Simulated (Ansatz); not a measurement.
Mulliken charges of `[SH][SbH2]` from PBE/def2-TZVPP in Ansatz (PBE0-D4/def2-TZVP geometry).

| atom | x (Å) | y (Å) | z (Å) | charge (e) |
| --- | --- | --- | --- | --- |
| S1 | 0.495 | -0.808 | 1.179 | -0.345 |
| Sb2 | -0.167 | 0.212 | -0.921 | 0.371 |
| H3 | 0.966 | -1.912 | 0.578 | 0.123 |
| H4 | -1.711 | 0.685 | -0.358 | -0.075 |
| H5 | 0.466 | 1.750 | -0.520 | -0.075 |

**Question.** By hand: the dipole of these point charges (1 e Å = 4.8032 D).

**Answer.** Σ q r = (-0.021, -0.060, -0.612) e Å, of length 0.615 e Å = 2.95 D.

**Question.** How does the dipole of the full density compare? (An estimate is asked.)

**Answer.** The calculation gave: (-0.006, -0.042, -0.322) e Å, 1.56 D; the point charges give 1.89 times that, at 2° from its direction.

Point charges leave out the atoms' own dipoles, such as those of lone pairs, and Mulliken's split depends on the basis, so the two needn't agree.
